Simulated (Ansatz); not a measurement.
`N[SiH]1[NH][Al]1[OH]`, relaxed with RKS PBE-D4/def2-SVP in the Gaussian-basis code of Ansatz from a rough embedded geometry. The force threshold is 0.03 eV/Å; the program also tests the step.

Total charge 0; spin multiplicity 1.

Start:

```xyz
10

N    -0.868    1.502   -1.331
Si   -0.959    0.439    0.035
N    -0.303   -1.171   -0.402
Al    1.138   -0.468    0.722
O     2.707   -0.427    1.555
H     0.111    1.548   -1.717
H    -1.403    1.018   -2.144
H    -2.268    0.220    0.633
H    -0.705   -1.880    0.205
H     2.550   -0.780    2.445
```

| step | energy (eV) | largest force (eV/Å) | largest move (Å) |
| --- | --- | --- | --- |
| 1 | -19561.9614 | 2.187 | 0.000 |
| 2 | -19562.5596 | 1.424 | 0.196 |
| 3 | -19562.8523 | 2.678 | 0.195 |
| 4 | -19563.1443 | 1.768 | 0.200 |
| 5 | -19563.3737 | 0.824 | 0.200 |
| 6 | -19563.4309 | 0.953 | 0.200 |
| 7 | -19563.5306 | 0.504 | 0.200 |
| 8 (rejected) | -19563.5000 | 1.686 | 0.196 |
| 9 | -19563.5711 | 0.211 | 0.098 |
| 10 | -19563.5898 | 0.108 | 0.100 |
| 11 | -19563.6005 | 0.083 | 0.150 |
| 12 | -19563.6022 | 0.071 | 0.010 |
| 13 (rejected) | -19563.4664 | 2.878 | 0.195 |
| 14 | -19563.6084 | 0.090 | 0.098 |
| 15 | -19563.6095 | 0.149 | 0.100 |
| 16 | -19563.6111 | 0.060 | 0.017 |
| 17 | -19563.6113 | 0.016 | 0.005 |

End:

```xyz
10

N    -0.955    1.148   -1.564
Si   -0.842    0.361   -0.020
N    -0.109   -1.270   -0.012
Al    1.024   -0.454    1.127
O     2.471   -0.961    1.910
H    -0.132    1.385   -2.122
H    -1.754    1.744   -1.791
H    -2.252    0.509    0.510
H    -0.414   -2.110   -0.521
H     2.964   -0.353    2.484
```

It took 24 s on 4 threads of an Arm Neoverse V1 on a shared host, with 0.15 GiB of host memory at the peak.
